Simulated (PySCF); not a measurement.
BrZn, doublet, geometry from GFN2-xTB (such geometries of metal compounds can be far from the true shape) (the spin is typed, not shown lowest). Base run: HF/6-31G* in PySCF.

The PySCF input:
```python
from pyscf import gto, scf, solvent

mol = gto.Mole()
mol.atom = '''
    Zn   -0.00000000   -0.00000000   -1.31529866
    Br    0.00000000    0.00000000    1.12739885
'''
mol.basis = '6-31g*'
mol.spin = 1
mol.verbose = 4
mol.build()

mf = scf.UHF(mol)
mf.kernel()
```

Each row names what was changed in the base input (with any setting that the change needs).

| change | ΔE vs base (kJ/mol) | dipole (D) |
|---|---|---|
| base | 0.00 | 4.30 |
| model = IEF-PCM; solvent = 2-propanol | -99.5 | 6.42 |
| model = IEF-PCM; solvent = water; vdw_scale = 1.0 | -226.1 | 7.26 |
| model = C-PCM; solvent = water | -106.6 | 6.55 |
| model = SS(V)PE; solvent = water | -105.6 | 6.54 |
| model = IEF-PCM; solvent = acetonitrile | -103.5 | 6.49 |
| model = IEF-PCM; solvent = water; lebedev_order = 11 | -104.8 | 6.55 |
| model = IEF-PCM; solvent = water; vdw_scale = 1.1 | -153.8 | 6.91 |
| model = IEF-PCM; solvent = water; vdw_scale = 1.4 | -54.7 | 5.91 |
| model = IEF-PCM; solvent = water; lebedev_order = 41 | -106.5 | 6.54 |
| model = IEF-PCM; solvent = tetrahydrofuran | -86.4 | 6.17 |
| model = ddCOSMO; solvent = water | -126.5 | 6.61 |

The base is the gas phase, so ΔE is the electrostatic part of solvation at a fixed geometry, without cavity and dispersion terms.

Open shells are given as the SCF converged; they aren't shown to be the lowest states, and a large step between rows can be another state.
